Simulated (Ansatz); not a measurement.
A nudged elastic band was laid between two geometries of H₆O₂Si₂Te (11 atoms, charge 0, multiplicity 1).

Method: RKS LDA/def2-SVP in Ansatz 0.2.0.

```json
{"movable images": "5", "climbing image": "yes", "spring": "5.0 eV/Å²", "optimiser": "quadratic models (default)", "start path": "through a guess of the saddle point", "force threshold": "0.03 eV/Å", "iteration limit": "60", "end points": "relaxed"}
```

Initial state:

```xyz
11
Properties=species:S:1:pos:R:3
O -0.840 1.679 0.478
Si -0.244 0.751 -0.759
O -1.272 -0.476 -1.227
Si 1.491 -0.461 0.197
Te 0.179 -1.310 2.176
H -0.813 1.185 1.333
H 0.026 1.709 -1.882
H -2.139 -0.213 -1.590
H 2.569 0.404 0.797
H 2.129 -1.582 -0.581
H -1.021 -1.743 1.078
```

Final state:

```xyz
11
Properties=species:S:1:pos:R:3
O -0.649 1.604 0.008
Si -0.179 0.388 -1.504
O -1.368 -0.740 -0.990
Si 1.471 -0.539 0.007
Te 0.005 -0.892 2.052
H -0.566 1.064 0.891
H -0.046 2.376 0.085
H -2.198 -0.695 -1.501
H 2.504 0.476 0.455
H 2.233 -1.802 -0.326
H -1.142 -1.296 0.845
```

**Question.** Which bonds break or form, and what moves?

**Answer.** Bonds broken: Si2–H7. Bonds formed: O1–H7.

**Question.** Give the energies along the band, and the barrier.

**Answer.** The forces met the threshold. The highest image is number 4 of 0 to 6, 2.59 eV above the first end and 0.99 eV above the last; the last end lies 1.60 eV above the first. Neighbouring images differ by up to 1.6 eV, so the band resolves the path poorly. A vibrational analysis at the climbing image gives one clearly imaginary mode, 1300i cm⁻¹: a first-order saddle point. The orbitals stay closed-shell, which can raise the energy where a bond breaks towards radicals; this wasn't checked here.

| image | path coordinate (Å) | energy (eV) | Si2–H7 (Å) | O1–H7 (Å) |
| --- | --- | --- | --- | --- |
| 0 | 0.00 | 0.00 | 1.50 | 2.51 |
| 1 | 0.69 | 0.01 | 1.50 | 2.51 |
| 2 | 1.39 | 0.07 | 1.50 | 2.45 |
| 3 | 2.08 | 1.02 | 1.50 | 1.95 |
| 4 | 2.77 | 2.59 | 1.66 | 1.28 |
| 5 | 3.86 | 1.67 | 2.47 | 0.98 |
| 6 | 4.94 | 1.60 | 2.55 | 0.98 |

**Question.** What is the geometry of the highest image?

**Answer.** 
```xyz
11
Properties=species:S:1:pos:R:3
O -0.947 1.471 0.265
Si -0.179 0.622 -1.169
O -1.211 -0.608 -1.646
Si 1.413 -0.565 0.099
Te 0.328 -0.767 2.378
H -0.624 1.169 1.184
H -0.349 2.182 -0.619
H -1.937 -0.321 -2.231
H 2.608 0.297 0.429
H 1.911 -1.905 -0.378
H -0.947 -1.632 1.709
```

The band took 25 iterations and about 7 core-minutes.

The run took 3.5 min on 2 threads of Arm Neoverse V1, on a shared host, peak memory 0.17 GiB.
